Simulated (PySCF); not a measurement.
C4H6Si. Atoms are numbered in the order given.

```xyz
11

C      0.0000     0.7422    -1.3002
C      0.0000     1.3638    -0.0880
Si     0.0000     0.0000     1.2109
C      0.0000    -1.3638    -0.0880
C      0.0000    -0.7422    -1.3002
H      0.0000     1.2855    -2.2616
H      0.0000     2.4580     0.0183
H     -1.2189     0.0000     2.0965
H      1.2189     0.0000     2.0965
H      0.0000    -2.4580     0.0183
H      0.0000    -1.2855    -2.2616
```

The structure is a stationary point at PBE-D3(BJ)/def2-SVP.

Level of theory: TDA-PBE0/def2-SVPD (PySCF).

Vertical excitations.  State labels are in the subgroup C2v.

Computed UV-visible absorptions:
| state | symmetry | energy (eV) | λ (nm) | f | main pairs |
|---|---|---|---|---|---|
| S1 | B2 | 4.62 | 268 | 0.084 | HOMO→LUMO 94 % |
| S2 | A2 | 5.61 | 221 | 0.000 | HOMO−2→LUMO 99 % |
| S3 | B1 | 5.96 | 208 | 0.008 | HOMO−3→LUMO 97 % |
| S4 | A1 | 6.30 | 197 | 0.057 | HOMO−1→LUMO 69 %, HOMO→LUMO+3 29 % |
| S5 | B1 | 6.36 | 195 | 0.008 | HOMO→LUMO+1 98 % |
| S6 | A2 | 6.37 | 195 | 0.000 | HOMO→LUMO+2 97 % |
| S7 | A2 | 7.20 | 172 | 0.000 | HOMO→LUMO+4 80 %, HOMO→LUMO+5 16 % |
| S8 | A2 | 7.23 | 171 | 0.000 | HOMO→LUMO+5 82 %, HOMO→LUMO+4 16 % |
| S9 | A1 | 7.34 | 169 | 0.133 | HOMO−4→LUMO 53 %, HOMO→LUMO+3 28 %, HOMO−1→LUMO 13 % |
| S10 | B1 | 7.47 | 166 | 0.036 | HOMO→LUMO+6 96 % |
| T1 | B2 | 2.53 | 490 | 0 | HOMO→LUMO 96 % |
| T2 | A1 | 4.57 | 271 | 0 | HOMO−1→LUMO 57 %, HOMO→LUMO+3 28 %, HOMO−4→LUMO 12 % |
| T3 | A2 | 5.12 | 242 | 0 | HOMO−2→LUMO 98 % |
| T4 | B1 | 5.34 | 232 | 0 | HOMO−3→LUMO 97 % |
Triplets are in the Tamm–Dancoff approximation.
